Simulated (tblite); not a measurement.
A geometry optimisation, step by step.

C₃H₁₀F₂SSi₂.
Numbering: `[CH3:1][S:2][CH2:3][Si@@H:4]([CH2:5][F:6])[SiH2:7][F:8]` (hydrogens: H9, H10, H11 on C1; H12, H13 on C3; H14 on Si4; H15, H16 on C5; H17, H18 on Si7)

Computed with GFN2-xTB (tblite), gas phase: L-BFGS steps from a force-field or distance-geometry start until the largest atomic force falls under 0.01 eV/Å. 11 of its 290 geometries are shown.

Step 0: E = -753.8388 eV, largest atomic force 1.649 eV/Å
```
atom  x, y, z in Å  |  force x, y, z in eV/Å
C1      3.218    0.681   -0.390    0.635  -0.601   0.642
S2      1.455    0.806    0.058    0.028   0.598   0.345
C3      0.687   -0.808   -0.259    0.913  -0.455  -0.965
Si4    -1.112   -0.783    0.241   -0.752  -0.848  -0.162
C5     -1.361   -0.095    1.961   -0.457   0.052   1.329
F6     -1.693    1.258    1.912    0.302  -0.469   0.068
Si7    -2.183    0.431   -1.303   -1.148   1.004  -0.425
F8     -3.817    0.573   -0.964    1.572  -0.101  -0.488
H9      3.633   -0.217    0.132   -0.300   0.530  -0.674
H10     3.339    0.631   -1.480    0.036   0.005   0.495
H11     3.755    1.550    0.055   -0.674  -0.462  -0.537
H12     1.258   -1.624    0.190    0.067   0.224   0.037
H13     0.681   -0.958   -1.355    0.253  -0.065   0.378
H14    -1.655   -2.161    0.155    0.321  -0.085   0.286
H15    -0.451   -0.210    2.591   -0.675   0.254  -0.103
H16    -2.245   -0.589    2.441    0.775   0.348  -0.086
H17    -1.994   -0.223   -2.601   -0.393   0.080  -0.057
H18    -1.524    1.744   -1.397   -0.504  -0.010  -0.083
```

Step 29: E = -754.3689 eV, largest atomic force 0.115 eV/Å
```
atom  x, y, z in Å  |  force x, y, z in eV/Å
C1      3.152    0.596   -0.362    0.038   0.011  -0.014
S2      1.450    0.853    0.203   -0.014   0.005   0.042
C3      0.761   -0.779   -0.222   -0.006  -0.021   0.027
Si4    -1.113   -0.804    0.160   -0.029   0.023  -0.109
C5     -1.348   -0.126    1.948   -0.002  -0.001   0.035
F6     -1.643    1.222    1.920   -0.019   0.033  -0.042
Si7    -2.181    0.523   -1.407   -0.015  -0.027   0.022
F8     -3.752    0.544   -1.048   -0.009  -0.011  -0.010
H9      3.565   -0.295    0.102   -0.011  -0.024   0.030
H10     3.164    0.502   -1.444    0.023  -0.007  -0.052
H11     3.715    1.468   -0.054    0.047   0.044  -0.015
H12     1.292   -1.528    0.364    0.057  -0.011   0.002
H13     0.965   -0.956   -1.277   -0.019  -0.025   0.016
H14    -1.443   -2.240    0.285   -0.020   0.001  -0.034
H15    -0.447   -0.226    2.555    0.044  -0.011   0.059
H16    -2.178   -0.607    2.468   -0.043  -0.015   0.046
H17    -2.174   -0.068   -2.746    0.007   0.024  -0.003
H18    -1.795    1.926   -1.459   -0.027   0.011   0.001
```

Step 58: E = -754.3870 eV, largest atomic force 0.061 eV/Å
```
atom  x, y, z in Å  |  force x, y, z in eV/Å
C1      3.219    0.569   -0.409    0.009  -0.018  -0.003
S2      1.528    0.846    0.189   -0.050   0.008   0.010
C3      0.801   -0.793   -0.157    0.028   0.024  -0.016
Si4    -1.092   -0.756    0.138    0.019  -0.052   0.025
C5     -1.384   -0.119    1.937    0.001   0.005   0.028
F6     -1.707    1.225    1.913    0.000  -0.002  -0.018
Si7    -2.218    0.573   -1.382   -0.008   0.037  -0.043
F8     -3.787    0.348   -1.083   -0.021  -0.012  -0.005
H9      3.657   -0.272    0.120    0.013  -0.031   0.002
H10     3.204    0.386   -1.480   -0.006  -0.026  -0.023
H11     3.782    1.472   -0.198   -0.021   0.016   0.012
H12     1.289   -1.524    0.488    0.011   0.038  -0.002
H13     1.035   -1.040   -1.192   -0.013   0.001  -0.001
H14    -1.459   -2.190    0.191    0.005   0.016   0.003
H15    -0.500   -0.208    2.572    0.001   0.000   0.013
H16    -2.221   -0.621    2.429    0.001   0.000   0.005
H17    -2.098    0.090   -2.759    0.018   0.026  -0.005
H18    -2.056    2.020   -1.328    0.012  -0.030   0.018
```

Step 87: E = -754.4044 eV, largest atomic force 0.045 eV/Å
```
atom  x, y, z in Å  |  force x, y, z in eV/Å
C1      3.229    0.505   -0.487   -0.017   0.021  -0.007
S2      1.527    0.907    0.001   -0.033   0.015   0.005
C3      0.809   -0.761   -0.140   -0.026  -0.015   0.005
Si4    -1.082   -0.757    0.163   -0.028   0.033   0.014
C5     -1.425   -0.110    1.951    0.014  -0.008   0.001
F6     -1.784    1.225    1.897    0.021  -0.009   0.016
Si7    -2.210    0.620   -1.321   -0.014  -0.010  -0.013
F8     -3.727    0.061   -1.373    0.029  -0.005  -0.014
H9      3.635   -0.239    0.193    0.006   0.020  -0.026
H10     3.233    0.138   -1.510    0.011  -0.032  -0.001
H11     3.800    1.425   -0.425    0.023   0.012   0.023
H12     1.327   -1.397    0.577   -0.008  -0.027   0.013
H13     1.031   -1.124   -1.142    0.009  -0.010  -0.011
H14    -1.409   -2.199    0.224   -0.010   0.005  -0.004
H15    -0.556   -0.167    2.610   -0.004   0.012   0.013
H16    -2.262   -0.625    2.429    0.021  -0.009   0.004
H17    -1.774    0.486   -2.710   -0.002   0.011  -0.009
H18    -2.370    2.017   -0.948    0.008  -0.006  -0.008
```

Step 116: E = -754.4136 eV, largest atomic force 0.017 eV/Å
```
atom  x, y, z in Å  |  force x, y, z in eV/Å
C1      3.186    0.499   -0.522    0.000  -0.005   0.004
S2      1.463    0.895   -0.102    0.006  -0.006   0.005
C3      0.770   -0.791   -0.128    0.006   0.010   0.002
Si4    -1.120   -0.743    0.183   -0.002  -0.007  -0.007
C5     -1.377   -0.113    1.992    0.001   0.013  -0.009
F6     -1.747    1.220    1.976   -0.009   0.012   0.003
Si7    -2.180    0.657   -1.325   -0.012   0.002  -0.003
F8     -3.586   -0.065   -1.670    0.002   0.001  -0.014
H9      3.599   -0.166    0.231    0.002   0.001  -0.005
H10     3.224    0.036   -1.505   -0.003   0.002   0.001
H11     3.732    1.437   -0.531   -0.004   0.001  -0.002
H12     1.287   -1.372    0.636    0.008  -0.008  -0.008
H13     0.996   -1.222   -1.102    0.004  -0.001   0.006
H14    -1.496   -2.173    0.235   -0.003   0.000   0.001
H15    -0.469   -0.167    2.596   -0.011  -0.007   0.009
H16    -2.179   -0.640    2.515    0.017   0.000   0.000
H17    -1.532    0.738   -2.634   -0.006  -0.003   0.010
H18    -2.577    1.977   -0.858    0.005  -0.004   0.006
```

Step 144: E = -754.4152 eV, largest atomic force 0.016 eV/Å
```
atom  x, y, z in Å  |  force x, y, z in eV/Å
C1      3.185    0.482   -0.544   -0.010  -0.004   0.001
S2      1.476    0.870   -0.065   -0.005   0.009  -0.001
C3      0.766   -0.809   -0.110    0.007   0.002   0.003
Si4    -1.125   -0.742    0.192   -0.008  -0.003  -0.008
C5     -1.377   -0.091    1.995    0.006  -0.001  -0.003
F6     -1.795    1.227    1.968   -0.010  -0.004   0.004
Si7    -2.180    0.670   -1.313    0.009   0.003   0.003
F8     -3.485   -0.131   -1.836   -0.003  -0.007   0.001
H9      3.643   -0.150    0.212   -0.002   0.001   0.000
H10     3.188   -0.015   -1.510   -0.004   0.004  -0.007
H11     3.713    1.428   -0.610    0.004  -0.012   0.008
H12     1.274   -1.404    0.647    0.010  -0.009   0.009
H13     0.993   -1.232   -1.087   -0.003   0.002  -0.012
H14    -1.516   -2.168    0.251    0.002   0.011   0.001
H15    -0.457   -0.105    2.583    0.002   0.001   0.008
H16    -2.148   -0.640    2.542    0.003   0.006  -0.003
H17    -1.440    0.908   -2.550    0.004  -0.002   0.001
H18    -2.725    1.909   -0.779   -0.005   0.001  -0.003
```

Step 173: E = -754.4191 eV, largest atomic force 0.030 eV/Å
```
atom  x, y, z in Å  |  force x, y, z in eV/Å
C1      3.165    0.445   -0.561   -0.006  -0.005   0.008
S2      1.529    0.811    0.136   -0.015   0.011  -0.004
C3      0.750   -0.823   -0.095    0.013   0.014   0.001
Si4    -1.137   -0.715    0.238    0.023  -0.001  -0.006
C5     -1.361   -0.030    2.032    0.000  -0.007  -0.018
F6     -1.980    1.207    1.994   -0.003   0.009  -0.004
Si7    -2.159    0.668   -1.317    0.002  -0.026   0.014
F8     -3.247   -0.263   -2.072    0.010   0.009  -0.002
H9      3.663   -0.303    0.051    0.006  -0.011  -0.003
H10     3.049    0.090   -1.581    0.009  -0.003  -0.021
H11     3.731    1.370   -0.552   -0.002   0.012   0.016
H12     1.256   -1.527    0.566   -0.022  -0.004   0.012
H13     0.941   -1.121   -1.125   -0.010  -0.020   0.001
H14    -1.560   -2.131    0.306    0.002   0.007   0.005
H15    -0.409    0.122    2.546   -0.003   0.012  -0.013
H16    -1.997   -0.662    2.655    0.007  -0.012   0.004
H17    -1.286    1.088   -2.411   -0.010   0.006   0.001
H18    -2.955    1.780   -0.821    0.000   0.010   0.011
```

Step 202: E = -754.4353 eV, largest atomic force 0.389 eV/Å
```
atom  x, y, z in Å  |  force x, y, z in eV/Å
C1      3.149    0.376   -0.598    0.041  -0.011  -0.063
S2      1.605    0.664    0.320    0.053  -0.044   0.012
C3      0.742   -0.908   -0.033   -0.001   0.041   0.005
Si4    -1.141   -0.698    0.271   -0.051  -0.027  -0.016
C5     -1.326    0.118    2.006   -0.028   0.128   0.201
F6     -2.477    0.907    2.044    0.312  -0.232   0.022
Si7    -2.142    0.672   -1.307   -0.042   0.004  -0.062
F8     -2.858   -0.327   -2.363    0.059   0.049   0.033
H9      3.514   -0.631   -0.392   -0.060   0.183  -0.016
H10     2.960    0.515   -1.663    0.054  -0.071   0.108
H11     3.868    1.116   -0.251   -0.082  -0.091  -0.036
H12     1.192   -1.681    0.588   -0.008   0.006   0.005
H13     0.934   -1.149   -1.076    0.001  -0.005  -0.012
H14    -1.649   -2.082    0.393    0.008   0.021  -0.005
H15    -0.481    0.789    2.228   -0.289  -0.172  -0.006
H16    -1.429   -0.615    2.822    0.037   0.262  -0.188
H17    -1.222    1.437   -2.152   -0.045  -0.030   0.023
H18    -3.248    1.504   -0.851    0.041  -0.009  -0.006
```

Step 231: E = -754.4642 eV, largest atomic force 0.050 eV/Å
```
atom  x, y, z in Å  |  force x, y, z in eV/Å
C1      3.116    0.308   -0.624    0.022   0.008   0.005
S2      1.589    0.620    0.309    0.015   0.016   0.004
C3      0.702   -0.942   -0.014   -0.012   0.005  -0.013
Si4    -1.176   -0.672    0.276   -0.002  -0.003   0.002
C5     -1.298    0.153    2.008   -0.035  -0.004  -0.033
F6     -2.619    0.433    2.308   -0.024  -0.015  -0.003
Si7    -2.097    0.744   -1.310    0.017  -0.017   0.039
F8     -2.553   -0.198   -2.542    0.001   0.001  -0.016
H9      3.566   -0.621   -0.284   -0.015  -0.016  -0.005
H10     2.891    0.266   -1.686    0.006  -0.022   0.010
H11     3.784    1.137   -0.417   -0.011   0.011  -0.011
H12     1.130   -1.713    0.625   -0.002   0.025  -0.015
H13     0.888   -1.207   -1.052    0.014  -0.011   0.003
H14    -1.744   -2.030    0.402    0.001   0.006   0.006
H15    -0.769    1.109    2.045    0.046  -0.004   0.018
H16    -0.926   -0.481    2.815    0.001   0.006   0.024
H17    -1.165    1.676   -1.941   -0.011   0.006  -0.012
H18    -3.328    1.424   -0.931   -0.012   0.009  -0.002
```

Step 260: E = -754.4713 eV, largest atomic force 0.024 eV/Å
```
atom  x, y, z in Å  |  force x, y, z in eV/Å
C1      3.143    0.300   -0.638    0.020   0.006  -0.011
S2      1.570    0.700    0.177   -0.001  -0.011   0.002
C3      0.718   -0.902   -0.021    0.000   0.006  -0.003
Si4    -1.164   -0.671    0.265   -0.002  -0.009  -0.003
C5     -1.317    0.111    2.015   -0.003   0.002   0.006
F6     -2.625    0.506    2.240    0.023  -0.008   0.001
Si7    -2.124    0.759   -1.286   -0.002   0.010  -0.008
F8     -2.593   -0.171   -2.523   -0.003  -0.003   0.000
H9      3.623   -0.527   -0.121   -0.015   0.012  -0.004
H10     2.957    0.048   -1.679    0.005  -0.006   0.008
H11     3.761    1.189   -0.576    0.008  -0.009   0.003
H12     1.172   -1.611    0.671   -0.009   0.007   0.004
H13     0.909   -1.243   -1.036   -0.002   0.002  -0.004
H14    -1.702   -2.045    0.358    0.005   0.008   0.004
H15    -0.701    1.009    2.120   -0.013  -0.009   0.000
H16    -1.061   -0.578    2.824   -0.009   0.012  -0.004
H17    -1.221    1.710   -1.930    0.002   0.000   0.007
H18    -3.354    1.422   -0.874   -0.004  -0.008   0.002
```

Step 289: E = -754.4725 eV, largest atomic force 0.010 eV/Å
```
atom  x, y, z in Å  |  force x, y, z in eV/Å
C1      3.169    0.275   -0.644   -0.002   0.002   0.004
S2      1.575    0.732    0.097    0.004   0.000   0.001
C3      0.722   -0.875   -0.030   -0.002  -0.002   0.000
Si4    -1.161   -0.655    0.260   -0.001   0.005  -0.004
C5     -1.324    0.111    2.017    0.007   0.007  -0.001
F6     -2.645    0.448    2.257    0.004  -0.002  -0.001
Si7    -2.150    0.770   -1.278   -0.001  -0.004   0.000
F8     -2.583   -0.153   -2.534    0.003   0.002   0.004
H9      3.611   -0.540   -0.077   -0.003   0.004  -0.002
H10     3.017   -0.015   -1.680    0.004  -0.002   0.008
H11     3.804    1.153   -0.592    0.000  -0.002  -0.002
H12     1.181   -1.552    0.690    0.001  -0.001  -0.002
H13     0.910   -1.259   -1.032   -0.004   0.004  -0.002
H14    -1.679   -2.036    0.351   -0.005  -0.002   0.000
H15    -0.747    1.033    2.123    0.004  -0.001  -0.005
H16    -1.032   -0.571    2.819   -0.004  -0.001  -0.003
H17    -1.270    1.759   -1.895   -0.004  -0.001   0.004
H18    -3.405    1.382   -0.863    0.001  -0.005  -0.001
```

**Question.** Summarise the path.

**Answer.** The energy falls by 14.61 kcal/mol from step 0 to step 289; nine tenths of that is first reached at step 97. It rises by more than 0.2 meV at steps 152, 155, 158, 196, 202, 205, 214 and 217 and others. The largest force goes from 1.649 to 0.010 eV/Å. Among the bonds Si4–Si7 changes most, from 2.237 to 2.318 Å; the atoms move by 1.073 Å rms after alignment.

What follows is the cost of the whole relaxation. On Arm Neoverse N1, one thread, shared host with 64 logical CPUs at a one-minute load of 61, this took 4.8 s of wall time.
